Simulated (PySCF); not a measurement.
Some computed properties have been withheld. Give your best values.

Compound: Nb(NH)Cl3 (singlet state).
SMILES: `[NH]=[Nb]([Cl])([Cl])[Cl]`

```json
{"property": "rotational constants A, B, C", "level": "PBE0-D3(BJ)/def2-SVP", "value": "1.503, 1.481, 1.000 GHz"}
{"property": "dipole moment", "level": "PBE0/def2-SVPD", "value": "1.74 D"}
{"property": "HOMO energy", "level": "PBE0/def2-SVPD", "value": "?"}
{"property": "LUMO energy", "level": "PBE0/def2-SVPD", "value": "-3.00 eV"}
{"property": "lowest singlet excitation", "level": "TDDFT PBE0/def2-SVPD", "value": "?"}
{"property": "lowest triplet excitation (Tamm–Dancoff)", "level": "TDA PBE0/def2-SVPD", "value": "?"}
{"property": "static isotropic polarisability", "level": "PBE0/def2-SVPD", "value": "?"}
{"property": "1H chemical shifts (computed TMS as zero) by class", "level": "GIAO KT2/pcSseg-1 (def2-TZVP on Nb)", "value": "?"}
```

Gas-phase values; electronic properties from PySCF, density fitting. Geometry: PBE0-D3(BJ)/def2-SVP; no solvent, vibrations or thermal averaging. Atoms past krypton carry effective core potentials; spin–orbit coupling is left out. Atoms bound to Nb lack the heavy atom's spin–orbit term in their shielding, so their NMR values are less reliable.

Problem. Give the 1H chemical shifts (computed TMS as zero) by class.

Solution. 7.07 (1 H) ppm.

Problem. Give the static isotropic polarisability.

Solution. 90.4 au.

Problem. The lowest singlet excitation?

Solution. 4.26 eV (291 nm, f = 0.000).

Problem. Give the HOMO energy.

Solution. -8.96 eV.

Problem. What is the lowest triplet excitation (Tamm–Dancoff)?

Solution. 3.98 eV.

In wavenumbers S1 is 34300 cm⁻¹ (1 eV = 8065.54 cm⁻¹). The polarisability is 13.40 Å³ as a volume (1 au = 0.148185 Å³). The dipole equals about 5.8 × 10⁻³⁰ C·m (1 D = 3.33564 × 10⁻³⁰ C·m).
